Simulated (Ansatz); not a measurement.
# Abstraction of H: GeH2(GeH3)Cl + CH5GeO2 → GeH(GeH3)Cl + CH6GeO2

Species: GeH2(GeH3)Cl, singlet; CH5GeO2 `C[O][GeH][OH]`, doublet; GeH(GeH3)Cl, doublet; CH6GeO2 `C[O][GeH2][OH]`, singlet. A radical takes H: the energy is the difference in strength between two Ge–H bonds in different surroundings.

Shapes, held fixed at every level: PBE0-D4/def2-TZVP. Flexible molecules stand in one conformer, not always the lowest. Programs: Ansatz 0.2.0. The zero-point and thermal change to 298 K, harmonic and unscaled (PBE0-D4/def2-TZVP), is +0.7 kJ/mol.

```tsv
level	kind	ΔH(298 K) (kJ/mol)	less CCSD(T)/def2-TZVPP	CPU time (sum over the molecules)
PBE-D4/def2-TZVPP	GGA	0.0	+10.1	36 s
r2SCAN-D4/def2-TZVPP	meta-GGA	-3.8	+6.3	74 s
PBE0-D4/def2-TZVPP	global hybrid	-6.4	+3.7	53 s
wB97X-V/def2-TZVPP	range-separated hybrid	-6.1	+4.0	2.1 min
CCSD(T)/def2-SVP	coupled cluster or CI	-11.7	-1.6	2.6 min
CCSD/def2-SVP	coupled cluster or CI	-13.3	-3.2	–
CCSD(T)/def2-TZVPP	coupled cluster or CI	-10.1	0.0	48 min
```

The highest level, CCSD(T)/def2-TZVPP, gives ΔH(298 K) = -10.1 kJ/mol; the levels span -13.3 to 0.0. The column of differences is taken from that level and isn't an error. No measured value is set beside it here. Open shells run unrestricted unless RO is named. Relativity is left out for Ge unless named. Correlated rows may include outer-core shells of Ge, which these sets cover unevenly. Times are processor times on shared x86 and Arm servers, and rough.
